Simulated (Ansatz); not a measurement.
Computed with Ansatz on PBE0-D4/def2-TZVP structures; ΔE is electronic, products minus reactants. CCSD(T)/CBS adds triple-zeta CCSD(T) − MP2 to the extrapolated MP2 energy (def2 sets, frozen cores). This one scheme is used for every species. Functionals use def2-TZVPP. B3LYP here is the variant with VWN-RPA as its local correlation; programs differ in this. HSE06 is defined as in plane-wave codes. Each species was taken in one conformer, which may not be the lowest.

`C=C[SiH2][SiH2]Cl` + `N[SiH3]` → `C=C[SiH2]N[SiH3]` + `[SiH3]Cl`  (cleavage of the Si–Si bond)

```csv
level,ΔE (kJ/mol),difference from CCSD(T)/CBS
LDA (SPW92),-45.6,17.4
PBE-D4,-40.7,22.3
revPBE-D4,-42.9,20.1
BLYP-D4,-54.6,8.4
r2SCAN-D4,-54.8,8.2
B97M-V,-55.0,8.0
PBE0-D4,-47.8,15.2
B3LYP-D4,-59.1,3.9
r2SCANh-D4,-56.2,6.8
r2SCAN0-D4,-58.3,4.7
HSE06-D4,-47.6,15.4
BHLYP-D4,-67.3,-4.3
CAM-B3LYP-D4,-65.1,-2.1
ωB97X-V,-59.9,3.1
ωB97M-V,-65.5,-2.5
PBE-QIDH,-60.0,3.0
PBE,-40.8,22.2
BLYP,-54.0,9.0
r2SCAN,-54.8,8.2
PBE0,-48.1,14.9
B3LYP,-59.3,3.7
r2SCANh,-56.3,6.7
r2SCAN0,-58.4,4.6
HSE06,-48.0,15.0
BHLYP,-68.7,-5.7
CAM-B3LYP,-65.7,-2.7
LC-ωPBE,-55.8,7.2
MP2/def2-SVP,-68.8,-5.8
CCSD/def2-SVP,-64.9,-1.9
HF/def2-TZVPP,-78.7,-15.7
MP2/def2-TZVPP,-70.2,-7.2
SCS-MP2/def2-TZVPP,-72.7,-9.7
CCSD/def2-TZVPP,-66.3,-3.3
CCSD(T)/def2-TZVPP,-64.3,-1.3
HF/def2-QZVPP,-80.2,-17.2
MP2/def2-QZVPP,-70.0,-7.0
SCS-MP2/def2-QZVPP,-72.4,-9.4
HF/CBS(def2),-80.4,-17.4
MP2/CBS(def2),-68.9,-5.9
CCSD/CBS(def2),-65.0,-2.0
CCSD(T)/CBS,-63.0,0
```

Largest T1 diagnostic among the species: 0.011.

From PBE to PBE0 (25 % exact exchange), in def2-TZVPP and without D4, ΔE moves by −7.3 kJ/mol. In def2-TZVPP, CCSD(T) changes the Hartree–Fock value by +14.4 kJ/mol (the triples alone add +2.0 kJ/mol) and MP2 by +8.5 kJ/mol. Leaving LDA and LC-ωPBE aside and taking each functional with its dispersion term where it has one, the values spread over 26.6 kJ/mol, from BHLYP-D4 to PBE-D4. LDA lies −4.8 kJ/mol from PBE without D4.
